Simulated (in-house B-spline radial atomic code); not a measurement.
Configurations of K III (K2+), with energies counted from [Ne] 3s2 3p5. Method: non-relativistic B97-1, spin-polarised, spherical fractional occupations, exact exchange averaged over the configuration, point nucleus. Calculated with a radial B-spline atomic code at the basis-set limit. Shells without spins written out take the highest spin.

Occupations are held fixed; configurations that lie above the ionisation limit could autoionise.

| configuration | E - E(ref) (eV) | highest orbital | its <r> (bohr) |
| --- | --- | --- | --- |
| [Ne] 3s2 3p4 4s1 | 26.105 | 4s up | 3.21 |
| [Ne] 3s1 3p5 3d1 | 39.25 | 3d up | 1.691 |
| [Ne] 3s1 3p5 4d1 | 52.573 | 4d up | 4.814 |

Order these further configurations by energy, lowest first.
A. [Ne] 3s1 3p6
B. [Ne] 3s2 3p4 3d1
C. [He] 2s2 2p5 3s2 3p6
D. [Ne] 3s2 3p4 4f1

A (17.705 eV), B (22.041 eV), D (37.869 eV), C (276.55 eV).
